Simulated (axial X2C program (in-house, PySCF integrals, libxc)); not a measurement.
What spin–orbit coupling does to LiNi⁻

Calculated with an in-house relativistic program for diatomic molecules. Spin-free means the one-electron spin-free X2C Hamiltonian; two-component (2c) means X2C with spin–orbit coupling and atomic mean-field two-electron Coulomb and Gaunt terms, so the difference of the two also holds small scalar two-electron terms. Basis: Ni dyall-acv3z [10s10p7d4f2g], Li dyall-av3z [9s9p3d] (cores contracted in-house); Gaussian nuclei, density fitting, unrestricted open shells. Masses: Ni 57.935 u, Li 7.016 u.

Spin-free state: M_S = 1, Λ = 1 (beyond evenly filled blocks: σα, π+α, π+β, π-α); fragments Ni- + Li.

```tsv
level	Re (Å)	ωe (cm⁻¹)	De (eV)	μ (D)
PBE0	2.557	268.0	1.122	-9.98
CCSD	2.554	271.3	1.063	n/a
PBEsol	2.481	290.6	1.242	-12.33
```

Correlated methods: 12 electrons correlated (number of frozen shells: Ni 3 s, 2 p; Li 1 s), 272 virtual spin orbitals or spinors in MP2, 90 natural virtuals in coupled cluster.

Dipoles are positive if Li is the positive end and refer to the centre of mass.

Two-component determinant lowest at the distance of the search:

Ω = 3 (⟨Sz⟩ = 1.00, ⟨Lz⟩ = 2.00 at HF); fragments Ni- + Li.

| level | Re (Å) | ωe (cm⁻¹) | De (eV) | μ (D) |
| --- | --- | --- | --- | --- |
| PBE0 | 2.445 | 288.6 | n/a | -10.83 |
| CCSD | 2.445 | 295.3 | 1.146 | n/a |
| PBEsol | 2.372 | 316.2 | n/a | -14.15 |

Question: From the two tables, how do the constants change at the CCSD level (2c against spin-free)?

Answer: At the CCSD level Re falls by 0.109 Å and ωe goes up by 24.0 cm⁻¹; De changes by 0.083 eV. The two determinants differ in configuration, so these shifts compare two states and are not the spin–orbit effect on one state.

The state is one determinant whose occupation by symmetry is held fixed; it was picked as the lowest of a PBE0 search that is not exhaustive. De is counted from the lowest determinant-based energies of the atoms at the same level, without counterpoise correction. De is not given where an atomic determinant may have missed its ground term or J level, or where the truncated virtual space spoils (T). Density functionals use the spin component along the axis (collinear). CCSD ran in a truncated set of natural virtual spinors with an MP2 remainder; without triples it tends to underbind. PBE0 can misorder states that lie within some tenths of an eV, so this need not be the ground state of the molecule. The nearest other spin-free determinant of the search, M_S = 1, Λ = 2, lies 0.004 eV up at the distance of the search. The functionals have no current-density term, which raises determinants with orbital currents, atoms included. With several unpaired electrons one determinant need not be a pure state. A state of lower Ω lies just above, and one determinant can place such states too high, so the state shown need not be the lowest. The search has Ω = 2 only 0.01 eV up. At some level and bond length an empty orbital lies below a filled one. The highest occupied level of some functionals is positive through self-interaction error; at Hartree–Fock it is bound. The determinant is spin-polarised beyond a pure state at some levels (its spin-free form has ⟨S²⟩ too high), which makes Re and μ there less reliable. The T1 diagnostic is large, a sign of multireference character.
